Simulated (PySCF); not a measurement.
**Working out the electron affinity of Sr**

Sr⁻ [Kr] 4d1 5s2 (2D) → Sr [Kr] 5s2 (1S). Calculation: PySCF 2.14, in def2-TZVPPD with the def2 core potential (28 electrons); a scalar-relativistic core potential. Frozen: nothing. Energies in hartree (1 hartree = 27.21139 eV):

| part | Sr⁻ (lower) | Sr (upper) |
| --- | --- | --- |
| UHF | -30.277393 | -30.347123 |
| CCSD correlation | -0.235196 | -0.222015 |
| (T) | -0.011290 | -0.006480 |

Problem. What does Hartree-Fock give?

Solution. (-30.347123) − (-30.277393) = -0.069730 hartree = -1.897 eV.

Problem. What do CCSD and CCSD(T) give?

Solution. The CCSD correlation energies differ by 0.013181 hartree = 0.359 eV and the triples by 0.004810 hartree = 0.131 eV, so CCSD gives -1.538 eV and CCSD(T) -1.407 eV.

The coupled-cluster amplitudes are large, so a single reference is strained.

The configuration of this anion was assumed by filling the next shell in order. It is not the known or likely ground configuration (Ca⁻, Sr⁻ and Ba⁻, for instance, bind a p electron), so these values are not the electron affinity of the element.
